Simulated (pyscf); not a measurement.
HO–TaH(F)(F)–F, singlet

Gas-phase minimum from PySCF at ωB97X-D3(BJ)/def2-SVP, one conformer. 

SMILES: [OH][TaH]([F])([F])[F]
```xyz
7

O     -0.1925     1.2922     0.2113
Ta    -1.0391    -0.3566    -0.0726
F     -1.5370    -2.0877    -0.6413
F     -2.5767     0.3795    -0.8356
F     -0.8208    -0.9548     1.6835
H      0.4435     2.0063     0.1454
H      0.2925    -0.6527    -1.1597
```

Bonded distances (Å): O1–Ta2 1.875, O1–H6 0.958, Ta2–F3 1.889, Ta2–F4 1.868, Ta2–F5 1.868, Ta2–H7 1.744. Bond angles (°): Ta2–O1–H6 160.8, O1–Ta2–F3 166.0, O1–Ta2–F4 95.0, O1–Ta2–F5 95.0, O1–Ta2–H7 84.2, F3–Ta2–F4 91.2, F3–Ta2–F5 91.2, F3–Ta2–H7 81.8, F4–Ta2–F5 127.3, F4–Ta2–H7 116.2, F5–Ta2–H7 116.3.

Properties at ωB97X-D3(BJ)/def2-SVP:

```json
{
  "harmonic_wavenumbers_unscaled": "124, 138, 187, 237, 270, 408, 502, 599, 678, 713, 758, 772, 930, 2016, 4003 cm⁻¹",
  "zero_point_energy": "17.6 kcal/mol",
  "rotational_symmetry_number": "1",
  "Entropy of this conformer at 298 K and 1 atm, rigid rotor and harmonic oscillator, modes under 100 cm⁻¹ raised to 100": "352.5 J/(mol K)",
  "dipole_moment": "3.29 D"
}
```

Single-point totals, which compare only within one level:

```csv
level,total energy (hartree)
ωB97X-D3(BJ)/def2-TZVP,-433.45983
PBE/def2-TZVP,-433.08357
r²SCAN/def2-TZVP,-433.28723
B3LYP-D3(BJ)/def2-TZVP,-433.43830
PBE0-D3(BJ)/def2-TZVP,-433.02651
M06-2X/def2-TZVP,-433.15578
ωB97M-D3(BJ)/def2-TZVP,-433.42506
```

Soft torsions are taken as harmonic, which can shift the entropy by several J/(mol K). Elements past Kr carry the def2 core potentials, without spin-orbit coupling.
